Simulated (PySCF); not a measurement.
**Pt+ (platinum, charge +1) across methods**

[Xe] 4f14 5d8 6p1, one real determinant (an excited configuration). All numbers are calculated (PySCF 2.14, scalar relativity through the core potential, in aug-cc-pVTZ-PP with one added diffuse shell each of s, p, d, f, g type with ECP60MDF (7s7p6d4f3g, 113 functions)).

```json
{"method": "r2SCAN", "E (hartree)": "-118.8116", "mean ε 5d α (eV)": "-19.082", "mean ε 5d β (eV)": "-17.648", "mean ε 6p α (eV)": "-8.834", "Σ⟨r²⟩ (bohr²)": "47.51", "⟨S²⟩": "3.752"}
{"method": "PBE", "E (hartree)": "-118.7946", "mean ε 5d α (eV)": "-18.724", "mean ε 5d β (eV)": "-17.406", "mean ε 6p α (eV)": "-8.691", "Σ⟨r²⟩ (bohr²)": "47.83", "⟨S²⟩": "3.751"}
{"method": "PBE0", "E (hartree)": "-118.7623", "mean ε 5d α (eV)": "-20.488", "mean ε 5d β (eV)": "-19.067", "mean ε 6p α (eV)": "-9.265", "Σ⟨r²⟩ (bohr²)": "47.82", "⟨S²⟩": "3.751"}
{"method": "M06", "E (hartree)": "-118.7536", "mean ε 5d α (eV)": "-20.510", "mean ε 5d β (eV)": "-19.076", "mean ε 6p α (eV)": "-8.921", "Σ⟨r²⟩ (bohr²)": "47.98", "⟨S²⟩": "3.752"}
{"method": "TPSSh", "E (hartree)": "-118.7351", "mean ε 5d α (eV)": "-19.378", "mean ε 5d β (eV)": "-18.075", "mean ε 6p α (eV)": "-8.864", "Σ⟨r²⟩ (bohr²)": "47.79", "⟨S²⟩": "3.751"}
{"method": "UHF", "E (hartree)": "-117.99795", "mean ε 5d α (eV)": "-24.958", "mean ε 5d β (eV)": "-23.139", "mean ε 6p α (eV)": "-10.472", "Σ⟨r²⟩ (bohr²)": "48.80", "⟨S²⟩": "3.753"}
{"method": "PBEsol", "E (hartree)": "-118.6291", "mean ε 5d α (eV)": "-18.716", "mean ε 5d β (eV)": "-17.353", "mean ε 6p α (eV)": "-8.710", "Σ⟨r²⟩ (bohr²)": "47.75", "⟨S²⟩": "3.751"}
```

Q: Estimate the same row for LDA.

A: E (hartree) = -118.5435; mean ε 5d α (eV) = -18.871; mean ε 5d β (eV) = -17.509; mean ε 6p α (eV) = -8.815; Σ⟨r²⟩ (bohr²) = 47.81; ⟨S²⟩ = 3.750.

⟨L²⟩ = 14.02 against 20 for a pure G term, so this real determinant mixes terms. Energies and moments cover only the electrons outside the core potential. Spin-orbit coupling, absent here, splits the open shell strongly.
